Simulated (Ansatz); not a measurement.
C3H5AlO (`O=C/C=[CH]/[AlH2]`), relaxed with RKS PBE-D4/def2-SVP in Ansatz 0.2.0 from a rough embedded geometry. The force threshold is 0.03 eV/Å; the program also tests the step.

The species carries charge 0 and has multiplicity 1.

Start:

```xyz
10

O     0.413   -2.498    0.896
C    -0.443   -1.680    1.199
C    -0.424   -0.388    0.555
C     0.420    0.038   -0.414
Al    0.446    1.763   -1.235
H    -1.205   -1.903    1.945
H    -1.202    0.385    0.857
H     1.188   -0.694   -0.731
H     1.481    2.133   -2.307
H    -0.675    2.844   -0.764
```

**Question.** By how much does the energy fall, and how many steps does the optimiser take? (Estimate.)

**Answer.** The calculation gave: 5.45 kcal/mol, in 5 steps, 1 of them rejected.

**Question.** Which bonds change most? (Best estimate.)

**Answer.** Computed: Al5–H9 from 1.535 to 1.598 Å; C4–Al5 from 1.911 to 1.963 Å; C2–C3 from 1.444 to 1.496 Å; C2–H6 from 1.089 to 1.131 Å.

**Question.** Give the relaxed structure. (Estimate.)

**Answer.** Computed: 
```xyz
10

O     0.397   -2.562    0.891
C    -0.411   -1.694    1.174
C    -0.440   -0.336    0.546
C     0.451    0.037   -0.413
Al    0.437    1.811   -1.253
H    -1.209   -1.876    1.956
H    -1.233    0.345    0.910
H     1.184   -0.756   -0.671
H     1.516    2.190   -2.368
H    -0.690    2.841   -0.772
```
